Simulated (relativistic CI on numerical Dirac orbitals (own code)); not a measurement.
**Zr2+ (4d2) in a crystal field**

Calculated by Dirac-Coulomb-Breit CI, orbitals from a KLI potential per configuration, model QED (radiative potential, 1s self-energy scaled to tabulated hydrogen-like ionisation energies), valence Slater integrals scaled by 0.85, one configuration in a parametric crystal field (own radial code).

Field parameters in Wybourne normalisation: Oh B⁴₀ = 21Dq, B⁴₄ = √(5/14) B⁴₀. The field is a parameter set, without covalency.

S is read from ⟨S²⟩ = S(S + 1).

Site symmetry Oh; labels are those of the double group. Computed levels in cm⁻¹ above the lowest, in rising order:

```tsv
Δ (size of 10Dq)	Lowest	No. 2	No. 3	No. 4	No. 5	No. 6	No. 7	No. 8
4700	E	53 T2	571 T1	847 A1	4243 A2	4262 T2	4533 T1	4572 E
8500	E	29 T2	523 T1	772 A1	7556 T2	7738 A2	8013 T1	8031 E
12250	E	19 T2	494 T1	727 A1	8188 T2	8394 E	11307 A2	11443 T2
16000	E	14 T2	474 T1	696 A1	8174 T2	8314 E	14937 A2	15043 T2
19800	E	10 T2	459 T1	673 A1	8143 T2	8252 E	18135 A1	18651 A2
23550	E	8 T2	448 T1	656 A1	8115 T2	8205 E	18349 A1	22337 A2
27350	E	7 T2	439 T1	643 A1	8091 T2	8167 E	18503 A1	26087 A2
31100	E	6 T2	431 T1	632 A1	8071 T2	8136 E	18616 A1	29798 A2
34850	E	5 T2	426 T1	623 A1	8053 T2	8111 E	18704 A1	33516 A2
38650	E	5 T2	420 T1	615 A1	8038 T2	8090 E	18774 A1	37289 A2
42400	E	4 T2	416 T1	609 A1	8025 T2	8072 E	18831 A1	41017 A2
```

Ground-state S against |10Dq| in cm⁻¹: 4700: 1.00, 8500: 1.00, 12250: 1.00, 16000: 1.00, 19800: 1.00, 23550: 1.00, 27350: 1.00, 31100: 1.00, 34850: 1.00, 38650: 1.00, 42400: 1.00.

No abrupt spin change occurs in this range.
